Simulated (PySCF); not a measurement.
**WF₂ + 2 HF → WH₂ + 2 F₂**

Level: PBE0 in the def2-TZVP basis family, computed in PySCF with density fitting; scalar-relativistic core potentials for atoms from Rb on, none lighter, no spin–orbit coupling; open shells unrestricted.

| species | state and structure | E (Eh) | ZPE (kJ/mol) | H(298 K) − H(0) (kJ/mol) | S° (J/(mol K)) |
| --- | --- | --- | --- | --- | --- |
| WF₂ | quintet, C2v, W–F 1.882 Å (×2); F–W–F 140.9° | -266.67975 | 8.6 | 12.4 | 299.2 |
| HF | singlet, C∞v, H–F 0.920 Å | -100.39188 | 24.9 | 8.7 | 173.6 |
| WH₂ | quintet, C2v, W–H 1.713 Å (×2); H–W–H 113.2° | -68.14143 | 27.1 | 10.3 | 247.3 |
| F₂ | singlet, D∞h, F–F 1.376 Å | -199.40856 | 6.6 | 8.7 | 201.9 |

(1) What is the electronic reaction energy?

(2) Add zero-point, thermal and entropy terms for 298.15 K and 1 bar.

Results:

(1) At PBE0/def2-TZVP, ΔE = 1325.8 kJ/mol from the differences of the total energies times 2625.5, uphill. 

(2) ΔZPE = -18.1 and Δ[H(298) − H(0)] = -2.1 kJ/mol give ΔH° = 1305.6 kJ/mol. ΔS° = 4.7 J/(mol K), so ΔG° = 1305.6 − 298.15 × (0.0047) = 1304 kJ/mol.

Spin–orbit coupling can matter for WF₂, WH₂ and is left out. Open d or f shells are single determinants, so the state found may not be the ground state. The structures come from searches over a few start shapes, so lower isomers are not excluded.
